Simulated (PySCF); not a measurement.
# MGe for M along group 15

CCSD(T) with double-zeta basis sets in PySCF, for the lowest determinant that a PBE0 search found; no spin–orbit coupling. De refers to high-spin ground-configuration atoms.

```tsv
M	basis	reference, frozen orbitals	state (unpaired electrons)	Re (Å)	ωe (cm⁻¹)	De (eV)
P	def2-SVP	ROHF, 14	doublet (π ↑)	2.173	468	2.64
Sb	cc-pVDZ-PP	UHF, 8	doublet (π ↑)	2.497	267	2.02
Bi	cc-pVDZ-PP	UHF, 8	doublet (π ↑)	2.577	229	1.82
```

The shortest bond is that of GeP (2.173 Å), the longest that of GeBi (2.577 Å).

The rows differ in basis set, which adds steps of its own.

Down a group the atoms grow and get heavier, so bonds lengthen and wavenumbers fall; this series shows no clear exception.

Correlated steps freeze the inner cores (8 to 14 orbitals); shallow outer-core shells are correlated. UHF and ROHF references stand side by side, which adds small steps between rows. Correlated levels converge slowly with the basis: in double zeta they bind strong bonds too weakly, by up to about 1 eV, and carry superposition errors of some tenths. Spin–orbit coupling is left out, which matters for elements this heavy, above all for dissociation energies. States were picked by a PBE0 search and need not be the measured ground states.
